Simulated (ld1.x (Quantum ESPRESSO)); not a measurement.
# Building the PAW potential for P (PBEsol, scalar-relativistic).

```
Element                 : phosphorus (P)
Generator               : ld1.x (Quantum ESPRESSO) 7.5
Type                    : PAW
Functional              : PBEsol
Relativity              : scalar-relativistic
Frozen core             : [He]
Valence charge          : 13
Reference configuration : 2s2 2p6 3s2 3p2.5 (charge +0.5)
Partial waves           : 2s (bound): rcut 0.70, rcutus 0.75 bohr; 3s (bound): rcut 0.70, rcutus 0.75 bohr; 2p (bound): rcut 0.70, rcutus 0.75 bohr; 3p (bound): rcut 0.70, rcutus 0.75 bohr
Local potential         : all-electron potential smoothed inside 0.75 bohr (lloc = -2)
Core correction         : Bessel-smoothed model core, default radius (core density twice the valence density)
Augmentation charge     : BESSEL, radius 0.50 bohr
```

What the tests gave:

```json
{
 "Cutoffs needed": "230 Ry and over 300 Ry (the cutoffs (Ry, on a coarse ladder) from which the occupation-weighted sum of valence levels, in a spherical-Bessel basis at the reference potential, stays within 10 and 1 mRy of its value at 400 Ry)",
 "Ghost test": "no extra level below or beside the all-electron valence levels (s, p, d, f tested) (spherical-Bessel basis up to 400 Ry, 20 bohr box)",
 "Largest excitation error": "-1.2 meV (all-electron minus pseudo) for 2s2 2p6 3s1 3p0, out of 7 test configurations",
 "Lowest eigenvalue of the overlap operator": "0.29 (s channel)"
}
```

Generation and tests took about 3.5 s on one core of a shared server CPU.
